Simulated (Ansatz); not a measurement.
H₇InO₄Si (`[OH][In-]([OH])([OH])[OH+][SiH3]`) at its PBE0-D4/def2-TZVP geometry, where that method's forces vanish. The species carries charge 0 and has multiplicity 1. In: def2 effective core potential.

```xyz
13

O    -0.7390   -2.0857   -0.0506
In   -0.4557   -0.5461    1.2296
O     1.3967   -0.0634    1.7559
O    -2.0256    0.0990    2.2413
O    -0.4159    0.3268   -0.9269
Si    0.7798    1.1862   -1.7201
H    -1.5128   -2.6250    0.1220
H     2.0438   -0.6651    1.3800
H    -1.7718    0.6600    2.9781
H    -0.6152   -0.5964   -1.1957
H     0.3626    1.4015   -3.1269
H     0.8924    2.4685   -0.9957
H     2.0606    0.4396   -1.6910
```

Q: What forces (eV/Å) does r2SCAN-D4/def2-TZVPP give on these atoms in Ansatz 0.2.0? (Best estimate.)

A: Ansatz gave: 
```
O1   0.031 -0.071 -0.102
In2  0.011 -0.008 -0.012
O3   0.106  0.102  0.066
O4  -0.162  0.010  0.011
O5  -0.036  0.037  0.015
Si6  0.037  0.023 -0.011
H7  -0.052 -0.034  0.025
H8   0.032 -0.052 -0.034
H9   0.036  0.035  0.045
H10 -0.013 -0.040 -0.004
H11  0.016  0.002  0.026
H12  0.003 -0.027 -0.019
H13 -0.011  0.022 -0.006
```
